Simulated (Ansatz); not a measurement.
## Nudged elastic band run: CH6BFS

The input (input.yaml):

```yaml
crystal:
  periodic: [false, false, false]
  atoms:
    - { symbol: B, position_ang: [0.079475, -0.316129, -0.063791] }
    - { symbol: F, position_ang: [0.050215, -0.793669, 1.185183] }
    - { symbol: C, position_ang: [1.451457, -0.1336, -0.792937] }
    - { symbol: H, position_ang: [1.63428, -1.05428, -1.382174] }
    - { symbol: H, position_ang: [1.434718, 0.696707, -1.515874] }
    - { symbol: H, position_ang: [2.302904, -0.012194, -0.104871] }
    - { symbol: H, position_ang: [-0.993391, -0.188258, -0.608617] }
    - { symbol: S, position_ang: [-0.218119, 2.594203, 1.165502] }
    - { symbol: H, position_ang: [1.079911, 2.647655, 1.542097] }
    - { symbol: H, position_ang: [-0.547548, 1.816865, 2.221681] }
basis:
  gaussian: { orbitals: def2-SVP }
hamiltonian:
  xc: b3lyp
neb:
  order_check: false
  images: 9
  f_tol: 0.05
  max_iterations: 60
  final_atoms:
    - { symbol: B, position_ang: [0.08246171, 0.74824396, -0.30755433] }
    - { symbol: F, position_ang: [-0.30196279, -0.6697823, 2.15853231] }
    - { symbol: C, position_ang: [1.4445871, 0.12848536, -0.74507602] }
    - { symbol: H, position_ang: [1.43433837, -0.95999238, -0.55924935] }
    - { symbol: H, position_ang: [1.54286502, 0.24173429, -1.8417731] }
    - { symbol: H, position_ang: [2.33906526, 0.56035083, -0.27062922] }
    - { symbol: H, position_ang: [-0.97206678, 0.35083901, -0.73058986] }
    - { symbol: S, position_ang: [-0.11523688, 2.18600179, 0.77381931] }
    - { symbol: H, position_ang: [1.18832595, 2.41052884, 1.07600904] }
    - { symbol: H, position_ang: [-0.36847497, 0.2608906, 2.09271022] }
  initial_path:
    images:
      - { positions_ang: [[0.079475, -0.316129, -0.063791], [0.050215, -0.793669, 1.185183], [1.451457, -0.1336, -0.792937], [1.63428, -1.05428, -1.382174], [1.434718, 0.696707, -1.515874], [2.302904, -0.012194, -0.104871], [-0.993391, -0.188258, -0.608617], [-0.218119, 2.594203, 1.165502], [1.079911, 2.647655, 1.542097], [-0.547548, 1.816865, 2.221681]] }
      - { positions_ang: [[0.06143168, -0.2491491, -0.05437993], [0.03055796, -0.63277834, 1.278712], [1.43953416, -0.11020823, -0.79150055], [1.64652926, -1.05760986, -1.29658969], [1.40609566, 0.65730335, -1.5653355], [2.27490177, 0.08956747, -0.11871792], [-1.00016768, -0.1404469, -0.61378677], [-0.14839312, 2.49292856, 1.06982162], [0.99493216, 2.53914813, 1.63066678], [-0.43151985, 1.66854492, 2.10730895]] }
      - { positions_ang: [[0.04338836, -0.18216921, -0.04496885], [0.01090093, -0.47188767, 1.37224101], [1.42761132, -0.08681646, -0.79006409], [1.65877851, -1.06093972, -1.21100538], [1.37747332, 0.61789971, -1.614797], [2.24689954, 0.19132893, -0.13256485], [-1.00694435, -0.0926358, -0.61895655], [-0.07866724, 2.39165413, 0.97414125], [0.90995331, 2.43064126, 1.71923656], [-0.3154917, 1.52022485, 1.99293689]] }
      - { positions_ang: [[0.02534503, -0.11518931, -0.03555778], [-0.00875611, -0.31099701, 1.46577001], [1.41568848, -0.0634247, -0.78862764], [1.67102777, -1.06426958, -1.12542106], [1.34885098, 0.57849606, -1.66425849], [2.21889731, 0.2930904, -0.14641177], [-1.01372103, -0.0448247, -0.62412632], [-0.00894135, 2.29037969, 0.87846087], [0.82497447, 2.32213438, 1.80780634], [-0.19946355, 1.37190477, 1.87856484]] }
      - { positions_ang: [[0.00730171, -0.04820941, -0.02614671], [-0.02841314, -0.15010635, 1.55929902], [1.40376563, -0.04003293, -0.78719118], [1.68327703, -1.06759945, -1.03983675], [1.32022863, 0.53909241, -1.71371999], [2.19089509, 0.39485186, -0.16025869], [-1.02049771, 0.0029864, -0.62929609], [0.06078453, 2.18910526, 0.78278049], [0.73999562, 2.21362751, 1.89637612], [-0.0834354, 1.22358469, 1.76419279]] }
      - { positions_ang: [[-0.01074161, 0.01877048, -0.01673564], [-0.04807018, 0.01078432, 1.65282802], [1.39184279, -0.01664116, -0.78575473], [1.69552629, -1.07092931, -0.95425244], [1.29160629, 0.49968876, -1.76318149], [2.16289286, 0.49661333, -0.17410562], [-1.02727438, 0.0507975, -0.63446587], [0.13051041, 2.08783082, 0.68710012], [0.65501678, 2.10512064, 1.9849459], [0.03259276, 1.07526462, 1.64982074]] }
      - { positions_ang: [[0.00789906, 0.16466518, -0.07489937], [-0.0988487, -0.12532901, 1.75396888], [1.40239165, 0.01238414, -0.77761899], [1.6432887, -1.04874192, -0.87525182], [1.34185804, 0.44809787, -1.77889981], [2.19812734, 0.50936083, -0.19341034], [-1.01623286, 0.1108058, -0.65369067], [0.08136095, 2.10746502, 0.70444396], [0.76167861, 2.16620228, 1.80315853], [-0.04762079, 0.91238981, 1.73839863]] }
      - { positions_ang: [[0.02653972, 0.31055987, -0.13306311], [-0.14962722, -0.26144233, 1.85510974], [1.41294051, 0.04140945, -0.76948325], [1.59105112, -1.02655454, -0.7962512], [1.39210978, 0.39650697, -1.79461813], [2.23336182, 0.52210833, -0.21271506], [-1.00519134, 0.1708141, -0.67291546], [0.03221149, 2.12709921, 0.72178779], [0.86834045, 2.22728392, 1.62137116], [-0.12783433, 0.74951501, 1.82697653]] }
      - { positions_ang: [[0.04518038, 0.45645457, -0.19122685], [-0.20040574, -0.39755566, 1.9562506], [1.42348937, 0.07043475, -0.7613475], [1.53881354, -1.00436715, -0.71725058], [1.44236153, 0.34491608, -1.81033645], [2.2685963, 0.53485583, -0.23201978], [-0.99414982, 0.23082241, -0.69214026], [-0.01693796, 2.14673341, 0.73913163], [0.97500228, 2.28836556, 1.43958378], [-0.20804788, 0.58664021, 1.91555442]] }
      - { positions_ang: [[0.06382105, 0.60234927, -0.24939059], [-0.25118427, -0.53366898, 2.05739145], [1.43403824, 0.09946005, -0.75321176], [1.48657595, -0.98217977, -0.63824996], [1.49261327, 0.29332518, -1.82605478], [2.30383078, 0.54760333, -0.2513245], [-0.9831083, 0.29083071, -0.71136506], [-0.06608742, 2.1663676, 0.75647547], [1.08166412, 2.3494472, 1.25779641], [-0.28826143, 0.42376541, 2.00413232]] }
      - { positions_ang: [[0.08246171, 0.74824396, -0.30755433], [-0.30196279, -0.6697823, 2.15853231], [1.4445871, 0.12848536, -0.74507602], [1.43433837, -0.95999238, -0.55924935], [1.54286502, 0.24173429, -1.8417731], [2.33906526, 0.56035083, -0.27062922], [-0.97206678, 0.35083901, -0.73058986], [-0.11523688, 2.18600179, 0.77381931], [1.18832595, 2.41052884, 1.07600904], [-0.36847497, 0.2608906, 2.09271022]] }
```

Command:

```bash
$ ansatz run input.yaml --threads 2 --pin off --max-ram 3072MiB --backend cpu --events-out ev --progress --plain --runs-dir out
```

Output, in part (warnings, iteration lines, the closing report on the highest movable image, with atoms numbered from 0):

```
NEB end point (image 0): max|allowed force component| = 1.369e-2 eV/Å (the criterion of neb.relax_end_points is 1.000e-2)
NEB end point (image 10): max|allowed force component| = 2.724e-2 eV/Å (the criterion of neb.relax_end_points is 1.000e-2)
NEB iter   1: max|band force component| = 6.306e0 eV/Å  barrier→ = 4.2018 eV  barrier← = 3.4692 eV  Δτ_max = 0.2000 Å  (283 SCF iters)
NEB iter   2: max|band force component| = 2.107e0 eV/Å  barrier→ = 2.3382 eV  barrier← = 1.6057 eV  Δτ_max = 0.1999 Å  (298 SCF iters)
NEB iter   3: max|band force component| = 1.074e0 eV/Å  barrier→ = 1.7128 eV  barrier← = 0.9803 eV  Δτ_max = 0.1991 Å  (266 SCF iters)
NEB iter   4: max|band force component| = 1.300e0 eV/Å  barrier→ = 1.3502 eV  barrier← = 0.6177 eV  Δτ_max = 0.1015 Å  (257 SCF iters)
NEB iter   5: max|band force component| = 1.171e0 eV/Å  barrier→ = 1.2078 eV  barrier← = 0.4752 eV  Δτ_max = 0.1012 Å  (256 SCF iters)
NEB iter   6: max|band force component| = 5.409e-1 eV/Å  barrier→ = 1.2027 eV  barrier← = 0.4701 eV  Δτ_max = 0.1238 Å  (254 SCF iters)
NEB iter   7: max|band force component| = 5.272e-1 eV/Å  barrier→ = 1.2521 eV  barrier← = 0.5195 eV  Δτ_max = 0.0828 Å  (255 SCF iters)
NEB iter   8: max|band force component| = 5.441e-1 eV/Å  barrier→ = 1.2301 eV  barrier← = 0.4976 eV  Δτ_max = 0.0414 Å  (254 SCF iters)
NEB iter   9: max|band force component| = 3.191e-1 eV/Å  barrier→ = 1.2074 eV  barrier← = 0.4749 eV  CI = image 6  Δτ_max = 0.0414 Å  (259 SCF iters)
NEB iter  10: max|band force component| = 2.551e-1 eV/Å  barrier→ = 1.1963 eV  barrier← = 0.4637 eV  CI = image 6  Δτ_max = 0.0831 Å  (259 SCF iters)
NEB iter  11: max|band force component| = 1.460e-1 eV/Å  barrier→ = 1.1788 eV  barrier← = 0.4463 eV  CI = image 6  Δτ_max = 0.1641 Å  (253 SCF iters)
NEB iter  12: max|band force component| = 4.252e-1 eV/Å  barrier→ = 1.1650 eV  barrier← = 0.4325 eV  CI = image 6  Δτ_max = 0.0356 Å  (252 SCF iters)
NEB iter  13: max|band force component| = 1.353e-1 eV/Å  barrier→ = 1.1642 eV  barrier← = 0.4317 eV  CI = image 6  Δτ_max = 0.0496 Å  (240 SCF iters)
NEB iter  14: max|band force component| = 4.507e-2 eV/Å  barrier→ = 1.1634 eV  barrier← = 0.4308 eV  CI = image 6  Δτ_max = 0.0000 Å  (489 SCF iters)
Total energy: -15357.71037161 eV, -564.3854463266 hartree
Atom 0 at     0.011879     0.343208     0.020577 Å, force     0.027453    -0.021608    -0.001659 eV/Å
Atom 1 at    -0.067008    -0.390824     1.475202 Å, force    -0.007451     0.013692    -0.006637 eV/Å
Atom 2 at     1.405381     0.054890    -0.655615 Å, force    -0.006456     0.005248     0.005015 eV/Å
Atom 3 at     1.491388    -1.015968    -0.910272 Å, force    -0.005184     0.003895    -0.006583 eV/Å
Atom 4 at     1.499058     0.616446    -1.600408 Å, force     0.001682     0.001759    -0.002826 eV/Å
Atom 5 at     2.268645     0.314140    -0.019620 Å, force    -0.000500     0.000543     0.001763 eV/Å
Atom 6 at    -1.031303     0.111102    -0.536639 Å, force    -0.004628     0.000531     0.011842 eV/Å
Atom 7 at    -0.206029     2.123988     0.927607 Å, force    -0.003278    -0.000307    -0.008083 eV/Å
Atom 8 at     1.104955     2.387984     1.150125 Å, force     0.000339    -0.004669     0.005130 eV/Å
Atom 9 at    -0.203065     0.712335     1.795242 Å, force    -0.001977     0.000917     0.002039 eV/Å
Dipole moment:     0.228202     0.200708     0.126933 e Å
```

The run converged. A vibrational analysis at the climbing image gives one clearly imaginary mode, 888i cm⁻¹: a first-order saddle point. The orbitals stay closed-shell, which can raise the energy where a bond breaks towards radicals; this wasn't checked here.

Final band (atoms are numbered from 1 in the order of the input):

```json
{"image": "0", "path coordinate (Å)": "0.00", "energy (kcal/mol)": "0.0", "B1–F2 (Å)": "1.34", "S8–H10 (Å)": "1.35", "B1–S8 (Å)": "3.17"}
{"image": "1", "path coordinate (Å)": "0.35", "energy (kcal/mol)": "0.1", "B1–F2 (Å)": "1.34", "S8–H10 (Å)": "1.35", "B1–S8 (Å)": "3.12"}
{"image": "2", "path coordinate (Å)": "0.70", "energy (kcal/mol)": "0.6", "B1–F2 (Å)": "1.34", "S8–H10 (Å)": "1.35", "B1–S8 (Å)": "2.97"}
{"image": "3", "path coordinate (Å)": "1.06", "energy (kcal/mol)": "2.2", "B1–F2 (Å)": "1.35", "S8–H10 (Å)": "1.35", "B1–S8 (Å)": "2.74"}
{"image": "4", "path coordinate (Å)": "1.41", "energy (kcal/mol)": "6.7", "B1–F2 (Å)": "1.38", "S8–H10 (Å)": "1.36", "B1–S8 (Å)": "2.45"}
{"image": "5", "path coordinate (Å)": "1.76", "energy (kcal/mol)": "17.0", "B1–F2 (Å)": "1.46", "S8–H10 (Å)": "1.42", "B1–S8 (Å)": "2.17"}
{"image": "6", "path coordinate (Å)": "2.11", "energy (kcal/mol)": "26.8", "B1–F2 (Å)": "1.63", "S8–H10 (Å)": "1.66", "B1–S8 (Å)": "2.01"}
{"image": "7", "path coordinate (Å)": "2.52", "energy (kcal/mol)": "21.7", "B1–F2 (Å)": "1.99", "S8–H10 (Å)": "2.01", "B1–S8 (Å)": "1.89"}
{"image": "8", "path coordinate (Å)": "2.92", "energy (kcal/mol)": "18.1", "B1–F2 (Å)": "2.42", "S8–H10 (Å)": "2.22", "B1–S8 (Å)": "1.83"}
{"image": "9", "path coordinate (Å)": "3.32", "energy (kcal/mol)": "17.0", "B1–F2 (Å)": "2.76", "S8–H10 (Å)": "2.33", "B1–S8 (Å)": "1.81"}
{"image": "10", "path coordinate (Å)": "3.72", "energy (kcal/mol)": "16.9", "B1–F2 (Å)": "2.87", "S8–H10 (Å)": "2.35", "B1–S8 (Å)": "1.81"}
```

The run took 3.4 min on 2 threads of Arm Neoverse V2, on a shared host, peak memory 0.18 GiB.
